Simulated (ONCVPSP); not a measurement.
**Before and after: ONCV potential for In**

In, optimised norm-conserving Vanderbilt (ONCV), made with ONCVPSP 4.0.1 (PBE, scalar-relativistic). Core [Ar] 3d10, reference 4s2 4p6 4d10 5s2 5p1. Waves: 4s+5s: rc 1.25 bohr, ncon 3, nbas 7, qcut 10.3 1/bohr, 2 projectors; 4p+5p: rc 1.55 bohr, ncon 4, nbas 8, qcut 8.8 1/bohr, 2 projectors; 4d: rc 1.15 bohr, ncon 4, nbas 9, qcut 9.4 1/bohr, 2 projectors, debl 1.3 Ha. Local part: polynomial inside 1.00 bohr (lpopt 5, dvloc0 0 Ha). Core correction: Teter function, fcfact 6, rcfact 1.5.

Change: d: qcut 11.7.

Cutoffs: the cutoffs (Ha) at which the residual kinetic energy of the hardest occupied pseudo-wave falls to 1 and 0.1 mHa per electron; they do not see the model core or the augmentation charge, which bear on the density cutoff. Errors are all-electron minus pseudo energies relative to the spin-unpolarised reference configuration.

Predict the effect on cutoff, ghosts and configuration errors.

The potential gets harder (39 Ha and 49 Ha → 43 Ha and 52 Ha); the errors of the 3 common tests hardly move; neither file shows a bound ghost. The waves are optimised to have the least kinetic energy above qcut, so the cutoff follows it (qcut²/2 in Ha).

| quantity | base | changed |
| --- | --- | --- |
| cutoff, loose | 39 Ha | 43 Ha |
| cutoff, tight | 49 Ha | 52 Ha |
| loose cutoff by channel | s 38 Ha, p 23 Ha, d 39 Ha | s 38 Ha, p 23 Ha, d 43 Ha |
| bound ghosts | none | none |
| GHOST(+) flags under 300 eV | s at 298.9 eV | s at 298.9 eV |
| tests with a reliable result | 3 of 4 | 3 of 4 |
| error for 4s2 4p6 4d10 5s2 5p0, meV [ΔE 5.36 eV] | -1.1 | -1.1 |
| error for 4s2 4p6 4d10 5s1 5p0, meV [ΔE 24.60 eV] | -4.6 | -4.6 |
| error for 4s2 4p6 4d10 5s1 5p1, meV [ΔE 11.96 eV] | -1.7 | -1.7 |
| s: phases at 1.27 bohr within 0.05 rad from the reference energy up to (Ha; the scan ends near 5) | to the end of the scan | to the end of the scan |
| p: phases at 1.57 bohr within 0.05 rad from the reference energy up to (Ha; the scan ends near 5) | to the end of the scan | to the end of the scan |
| d: phases at 1.17 bohr within 0.05 rad from the reference energy up to (Ha; the scan ends near 5) | to the end of the scan | to the end of the scan |
| rms error of d²Exc/dni dnj with the model core, mHa | 2.07 | 2.06 |
